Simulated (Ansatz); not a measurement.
System: sum formula AlO$_{2}$ClH$_{2}$, net charge 0, singlet state. SMILES: [OH][Al]([OH])[Cl]
Structure (B3LYP-D3(BJ)/def2-TZVP (Ansatz, an electronic-structure program) minimum search):
```
Al
O 1 1.6845
H 2 0.9586 1 122.89
O 1 1.6882 2 120.46 3 0.00
H 4 0.9581 1 123.77 2 -180.00
Cl 1 2.0901 2 118.08 3 -180.00
```

PBE beside other levels, property by property. Valence correlation only, unless marked. UHF or UKS for open shells. Spin-orbit coupling is left out. Non-relativistic. Basis-set limits of correlation are two-point, X^-3; Hartree-Fock from the larger set (for Q and 5 zeta extrapolated as (X+1)exp(-9√X)). Atomisation energies are electronic, to ground-state atoms; the column to compare with has the core term from cc-pwCVTZ added, other frozen-core levels have none. Vertical energies are electronic, to the SCF solution reached for that spin. The coupled-cluster column (Ansatz) is a level with limits of its own: (a) CCSD(T)/CBS(aug-cc-pV(T+d)Z,aug-cc-pV(Q+d)Z); (b) CCSD(T)/CBS(cc-pV(Q+d)Z,cc-pV(5+d)Z).

```csv
property,PBE/def2-TZVPD (Ansatz),SVWN5/def2-TZVPD (Ansatz),B2PLYP-D3(BJ)/def2-TZVPD (Ansatz + dftd3),CCSD(T)/aug-cc-pV(T+d)Z (Ansatz),coupled cluster
vertical ionisation energy to the doublet (eV),10.89,11.12,11.85,12.03,12.21 (a)
atomisation energy (kcal/mol),548.2,623.8,540.9,537.4,553.6 (b)
vertical triplet-singlet gap (eV),5.83,5.92,7.13,7.24,7.33 (a)
```

As the rows show:
- vertical ionisation energy to the doublet: PBE lies 1.32 eV below coupled cluster.
- atomisation energy: PBE lies 5.4 kcal/mol below coupled cluster.
- vertical triplet-singlet gap: PBE lies 1.50 eV below coupled cluster.
